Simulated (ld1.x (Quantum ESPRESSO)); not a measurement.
**Reading a pseudo-wave (Fe)**

Columns: radius, all-electron u(r) and pseudo u(r) of the 4s shell (level -5.49 eV) of iron in the configuration [Ne] 3s2 3p6 3d6 4s2 4p0; LDA (PZ), scalar-relativistic, TM semilocal scheme, ld1.x (Quantum ESPRESSO) 7.5.

```tsv
r (bohr)	all-electron	pseudo
0.093	-0.0478	-0.0225
0.185	-0.1674	-0.0443
0.278	-0.0703	-0.0657
0.370	0.0859	-0.0857
0.463	0.2092	-0.1046
0.555	0.2692	-0.1220
0.648	0.2714	-0.1386
0.740	0.2304	-0.1546
0.833	0.1612	-0.1714
0.925	0.0779	-0.1897
1.018	-0.0121	-0.2115
1.110	-0.1007	-0.2377
1.203	-0.1857	-0.2701
1.295	-0.2632	-0.3085
1.388	-0.3335	-0.3532
1.480	-0.3947	-0.4010
1.573	-0.4481	-0.4492
1.665	-0.4929	-0.4930
1.758	-0.5307	-0.5307
1.850	-0.5610	-0.5610
1.943	-0.5853	-0.5853
2.035	-0.6036	-0.6036
2.128	-0.6170	-0.6170
2.220	-0.6256	-0.6256
2.313	-0.6303	-0.6303
2.405	-0.6314	-0.6314
```

How many radial nodes do the two functions have?

The all-electron 4s function has n − l − 1 = 3 (the table is too coarse to show those close to the nucleus); the pseudo-wave has 0, since the states of the same l below it are removed with the core.

At about which radius was the pseudo-wave matched?

1.75 bohr, where the columns begin to agree (steps of 0.09 bohr).

Is the pseudo-wave norm-conserving?

Yes: the TM semilocal scheme keeps the norm inside the radius equal to the all-electron one, which fixes the energy derivative of the logarithmic derivative at the level.
